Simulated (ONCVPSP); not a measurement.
## What the settings do to the ONCV potential of sulfur (S)

Base potential:

| Property | Result |
| --- | --- |
| Element | S (Z = 16) |
| Generator | ONCVPSP 4.0.1 |
| Type | optimised norm-conserving Vanderbilt (ONCV) |
| Functional | PBE |
| Relativity | fully relativistic |
| Frozen core | [Ne] |
| Valence charge | 6 |
| Reference configuration | 3s2 3p3.75 (charge +0.25) |
| Partial waves | 3s: rc 1.50 bohr, ncon 3, nbas 7, qcut 5 1/bohr, 2 projectors, debl 3.4 Ha; 3p: rc 1.40 bohr, ncon 3, nbas 6, qcut 4.7 1/bohr, 1 projector; d scattering state at 0.06 Ha: rc 1.25 bohr, ncon 4, nbas 8, qcut 6.7 1/bohr, 2 projectors, debl 0.8 Ha |
| Local potential | polynomial inside 0.85 bohr (lpopt 2, dvloc0 0 Ha) |
| Core correction | none |

Open shells are filled in proportion to 2j + 1.

All-electron outer shells of the reference configuration (PBE, scalar-relativistic, ld1.x):

```csv
shell,level (eV),outermost node (bohr),outermost maximum (bohr)
2s,-214.41,0.13,0.39
2p,-159.21,–,0.33
3s,-19.69,0.60,1.40
3p,-9.30,0.58,1.59
```

Cutoffs, loose and tight: the cutoffs (Ha) at which the residual kinetic energy of the hardest occupied pseudo-wave falls to 1 and 0.1 mHa per electron. They do not see the model core or the augmentation charge, which bear on the density cutoff. Test errors are all-electron minus pseudo excitation energies from the reference, over the configurations 3s2 3p4; 3s2 3p3; 3s2 3p2; 3s1 3p5. A dash means not determined; rows that change the core or the reference have their own tests.

```tsv
change	outcome	cutoff, loose	cutoff, tight	bound ghosts	GHOST(+) flags above zero	largest test error (meV)
base	generated	11 Ha	36 Ha	none	s, d5/2, d3/2	+16
d: rc 0.9	generated	11 Ha	36 Ha	none	s, d5/2	+16
d: rc 0.98	generated	11 Ha	36 Ha	none	s, d5/2, d3/2	+16
d: rc 1.08	generated	11 Ha	36 Ha	none	s, d5/2, d3/2	+16
d: rc 1.2	generated	11 Ha	36 Ha	none	s, d5/2, d3/2	+16
d: rc 1.28	generated	11 Ha	36 Ha	none	s	+16
d: rc 1.4	generated	11 Ha	36 Ha	none	s	+16
d: rc 1.48	generated	11 Ha	36 Ha	none	s	+16
d: rc 1.6	generated	11 Ha	36 Ha	none	s	+16
d: rc 1.74	generated	11 Ha	36 Ha	none	s	+16
d: rc 1.8	generated	11 Ha	36 Ha	none	s	+16
```

Reading the sweep of the d radius (base included, trends over the rows without a ghost): The loose cutoff stays near 11 Ha. The median size of the test errors (rows with all tests solved) stays near 1.7 meV.
